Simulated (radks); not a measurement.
Values are calculated unless marked as measured or tabulated.
Task: Ionisation of K14+, [He] 2s2 2p1, to K15+, [He] 2s2, under several functionals. Scalar-relativistic Kohn-Sham, spin-unpolarised, spherical densities, finite nucleus; a radial shooting solver on a logarithmic mesh with Libxc functionals. The NIST Atomic Spectra Database gives 860.9 eV (semi-empirical). Rank these functionals by the error of their Delta-SCF ionisation energy: exchange-only r2SCAN; SCAN; B86b exchange with PBE correlation; revPBE; AM05; LDA (Slater exchange, Perdew-Zunger correlation); PBE; r2SCAN; TASK exchange with Perdew-Wang LDA correlation; PW91; Wu-Cohen GGA; SOGGA.

Result: From best to worst: PW91 857.38 eV (-3.5); B86b exchange with PBE correlation 857.25 eV (-3.7); PBE 856.92 eV (-4.0); Wu-Cohen GGA 856.84 eV (-4.1); revPBE 856.52 eV (-4.4); LDA (Slater exchange, Perdew-Zunger correlation) 856.21 eV (-4.7); SOGGA 855.70 eV (-5.2); AM05 855.31 eV (-5.6); SCAN 854.68 eV (-6.2); r2SCAN 854.36 eV (-6.6); exchange-only r2SCAN 852.99 eV (-7.9); TASK exchange with Perdew-Wang LDA correlation 850.76 eV (-10.2). Spin polarisation and multiplet splitting are left out, so open shells lie too high by an amount that depends on their filling.

Beside tabulated values, note that spin-unpolarised runs miss the spin-polarisation part of the exchange energy of open shells.
